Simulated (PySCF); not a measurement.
F3Sn, charge +1. Atoms are numbered in the order given.

```xyz
4

Sn     0.0000     0.0000     0.0000
F     -1.8820     0.0000     0.0000
F      0.9410     1.6299     0.0000
F      0.9410    -1.6299     0.0000
```
Charge +1, spin multiplicity 1.

Geometry: B3LYP-D3(BJ)/def2-SVP. The multiplicity is an assumed one; other spin states were not compared. The isomer is the one that the SMILES or the coordinates give; other isomers of the formula were not compared. The def2 effective core potentials stand for the cores of Sn; spin–orbit coupling is left out.

Method: HF/def2-TZVPD (PySCF).

Isolated molecule, no solvent.

```
Item                                                              Result
------------------------------------------------  ----------------------
total energy                                          -511.51135 hartree
point group                                                          D3h
highest occupied level                                         -23.91 eV
lowest empty level                                              -7.97 eV
orbital gap                                                     15.95 eV
dipole moment about the centre of nuclear charge               0.000 e·Å
mean static polarisability                          24.2 bohr³ (3.59 Å³)
polarisability, principal values                  17.7, 27.5, 27.5 bohr³
```
